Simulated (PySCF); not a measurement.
C4H10Be, quintet, geometry from GFN2-xTB of the parent state (such geometries of metal compounds can be far from the true shape) (a higher spin typed on purpose: for a closed-shell molecule this is an excited state); HF/STO-3G in PySCF.

PySCF was given this input:
```python
from pyscf import gto, scf

mol = gto.Mole()
mol.atom = '''
    Be   -0.090810    0.018725    0.200271
    C     1.320707   -0.711486    0.897724
    C     1.442516   -2.219689    0.603341
    H     1.375297   -0.608689    1.987489
    H     2.259150   -0.258076    0.558255
    H     1.493977   -2.408348   -0.466839
    H     0.588062   -2.766292    0.996696
    H     2.343121   -2.634096    1.059331
    C    -1.494221    0.747264   -0.515060
    C    -1.249628    2.179915   -1.028732
    H    -2.351340    0.809948    0.165053
    H    -1.893025    0.182582   -1.365698
    H    -0.471278    2.197469   -1.788595
    H    -0.940106    2.838883   -0.220306
    H    -2.156861    2.595690   -1.470105
'''
mol.basis = 'sto-3g'
mol.charge = 0
mol.spin = 4
mol.verbose = 4
mol.build()

mf = scf.ROHF(mol)
mf.kernel()
```

What the program printed (banner, timings and long lists left out):

```
PySCF version 2.14.0

[INPUT] verbose = 4
[INPUT] num. atoms = 15
[INPUT] num. electrons = 38
[INPUT] charge = 0
[INPUT] spin (= nelec alpha-beta = 2S) = 4
[INPUT] symmetry False subgroup None
[INPUT] Mole.unit = angstrom
[INPUT] Symbol           X                Y                Z      unit          X                Y                Z       unit  Magmom
[INPUT]  1 Be    -0.090810000000   0.018725000000   0.200271000000 AA   -0.171606029372   0.035385121682   0.378457340693 Bohr   0.0
[INPUT]  2 C      1.320707000000  -0.711486000000   0.897724000000 AA    2.495774520796  -1.344513681462   1.696452495449 Bohr   0.0
[INPUT]  3 C      1.442516000000  -2.219689000000   0.603341000000 AA    2.725960170303  -4.194604291710   1.140149249721 Bohr   0.0
[INPUT]  4 H      1.375297000000  -0.608689000000   1.987489000000 AA    2.598934669936  -1.150255505035   3.755809885586 Bohr   0.0
[INPUT]  5 H      2.259150000000  -0.258076000000   0.558255000000 AA    4.269174774311  -0.487692959323   1.054949057669 Bohr   0.0
[INPUT]  6 H      1.493977000000  -2.408348000000  -0.466839000000 AA    2.823207366399  -4.551118132644  -0.882197854266 Bohr   0.0
[INPUT]  7 H      0.588062000000  -2.766292000000   0.996696000000 AA    1.111276124264  -5.227534260575   1.883482469449 Bohr   0.0
[INPUT]  8 H      2.343121000000  -2.634096000000   1.059331000000 AA    4.427856966717  -4.977720025812   2.001845465262 Bohr   0.0
[INPUT]  9 C     -1.494221000000   0.747264000000  -0.515060000000 AA   -2.823668459574   1.412124302747  -0.973322337718 Bohr   0.0
[INPUT] 10 C     -1.249628000000   2.179915000000  -1.028732000000 AA   -2.361454677588   4.119442324831  -1.944021735576 Bohr   0.0
[INPUT] 11 H     -2.351340000000   0.809948000000   0.165053000000 AA   -4.443388625735   1.530579895139   0.311904966038 Bohr   0.0
[INPUT] 12 H     -1.893025000000   0.182582000000  -1.365698000000 AA   -3.577298796955   0.345029975275  -2.580795188866 Bohr   0.0
[INPUT] 13 H     -0.471278000000   2.197469000000  -1.788595000000 AA   -0.890586348533   4.152614577222  -3.379954697766 Bohr   0.0
[INPUT] 14 H     -0.940106000000   2.838883000000  -0.220306000000 AA   -1.776542868060   5.364711369684  -0.416318003598 Bohr   0.0
[INPUT] 15 H     -2.156861000000   2.595690000000  -1.470105000000 AA   -4.075876578756   4.905143204272  -2.778095824354 Bohr   0.0

nuclear repulsion = 138.343995005929
number of shells = 25
number of NR pGTOs = 105
number of NR cGTOs = 35
basis = sto-3g
ecp = {}

******** <class 'pyscf.scf.rohf.ROHF'> ********
method = ROHF
initial guess = minao
damping factor = 0
level_shift factor = 0
DIIS = <class 'pyscf.scf.diis.CDIIS'>
diis_start_cycle = 1
diis_space = 8
diis_damp = 0
SCF conv_tol = 1e-09
SCF conv_tol_grad = None
SCF max_cycles = 50
direct_scf = True
direct_scf_tol = 1e-13
num. doubly occ = 17  num. singly occ = 4
Set gradient conv threshold to 3.16228e-05
init E= -170.330392620164
  HOMO = 0.180137152489938  LUMO = 0.234171763740141  gap/eV = 1.47036
cycle= 1 E= -169.168468306175  delta_E= 1.16  |g|= 0.395  |ddm|= 3.44
  HOMO = 0.314328693376057  LUMO = 0.524133962868963  gap/eV = 5.70909
cycle= 2 E= -169.411373980631  delta_E= -0.243  |g|= 0.189  |ddm|= 0.842
  HOMO = 0.195203377184725  LUMO = 0.43992160283586  gap/eV = 6.65912
cycle= 3 E= -169.437369923465  delta_E= -0.026  |g|= 0.0458  |ddm|= 0.346
  HOMO = 0.180174395971269  LUMO = 0.432436397550595  gap/eV = 6.86440
cycle= 4 E= -169.440009955497  delta_E= -0.00264  |g|= 0.0118  |ddm|= 0.111
  HOMO = 0.183608247347967  LUMO = 0.435158149529302  gap/eV = 6.84502
cycle= 5 E= -169.440129302662  delta_E= -0.000119  |g|= 0.00357  |ddm|= 0.0226
  HOMO = 0.183076662244759  LUMO = 0.435301095694024  gap/eV = 6.86338
cycle= 6 E= -169.440150234701  delta_E= -2.09e-05  |g|= 0.001  |ddm|= 0.00895
  HOMO = 0.183085120617265  LUMO = 0.435223774676505  gap/eV = 6.86104
cycle= 7 E= -169.440151373  delta_E= -1.14e-06  |g|= 0.000267  |ddm|= 0.00224
  HOMO = 0.183075637933014  LUMO = 0.435232481134828  gap/eV = 6.86154
cycle= 8 E= -169.440151523779  delta_E= -1.51e-07  |g|= 0.00011  |ddm|= 0.00119
  HOMO = 0.183097028868577  LUMO = 0.435253657286442  gap/eV = 6.86153
cycle= 9 E= -169.440151559376  delta_E= -3.56e-08  |g|= 5.21e-05  |ddm|= 0.000607
  HOMO = 0.183095098206354  LUMO = 0.435248164819499  gap/eV = 6.86143
cycle= 10 E= -169.440151577374  delta_E= -1.8e-08  |g|= 2.8e-05  |ddm|= 0.000643
  HOMO = 0.183095075221553  LUMO = 0.435247209584083  gap/eV = 6.86141
cycle= 11 E= -169.440151584632  delta_E= -7.26e-09  |g|= 1.02e-05  |ddm|= 0.000567
  HOMO = 0.183095232914664  LUMO = 0.435246883015941  gap/eV = 6.86140
cycle= 12 E= -169.440151585441  delta_E= -8.08e-10  |g|= 3.02e-06  |ddm|= 0.000209
  HOMO = 0.183095402561247  LUMO = 0.435246909761289  gap/eV = 6.86139
Extra cycle  E= -169.440151585463  delta_E= -2.29e-11  |g|= 1.64e-06  |ddm|= 1.58e-05
converged SCF energy = -169.440151585463
```
